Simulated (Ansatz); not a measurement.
Relaxation of C2H4AlN (8 atoms, charge 0, multiplicity 1), to a largest force component of 0.015 eV/Å in at most 40 steps.

Method: RKS PBE0-D4/6-31G in Ansatz 0.2.0.

```xyz
8
Properties=species:S:1:pos:R:3
C 0.947 1.883 -1.154
C 0.472 1.138 -0.358
Al -0.237 -0.125 0.931
N -0.687 -1.854 0.378
H 1.271 2.612 -1.894
H -0.298 0.298 2.485
H -0.040 -2.536 0.741
H -1.637 -2.042 0.839
```

Q: Where does it end, and by what steps?

A: The forces met the threshold. Limits of this set-up: no polarisation functions. After 9 steps the energy has fallen by 1.001 eV; H7 moved furthest, 1.08 Å.

```
step  energy less start (eV)  largest force component (eV/Å)  accepted
   0                  0.0000                           3.288       yes
   1                 -0.3022                           1.642       yes
   2                 -0.4488                           1.866       yes
   3                 -0.6700                           1.557       yes
   4                 -0.8379                           0.707       yes
   5                 -0.9581                           0.394       yes
   6                 -0.9977                           0.215       yes
   7                 -1.0012                           0.018       yes
   8                 -1.0012                           0.044        no
   9                 -1.0013                           0.001       yes
```

```xyz
8
Properties=species:S:1:pos:R:3
C 0.994 1.768 -1.156
C 0.480 1.055 -0.304
Al -0.329 -0.029 1.058
N -0.622 -1.749 0.672
H 1.443 2.389 -1.899
H -0.746 0.527 2.496
H -0.387 -2.178 -0.212
H -1.041 -2.408 1.312
```

Whether the end is a true minimum wasn't checked by a vibrational analysis.

The run took 24 s on 1 thread of Arm Neoverse V1 (shared host), peak memory 0.2 GiB.
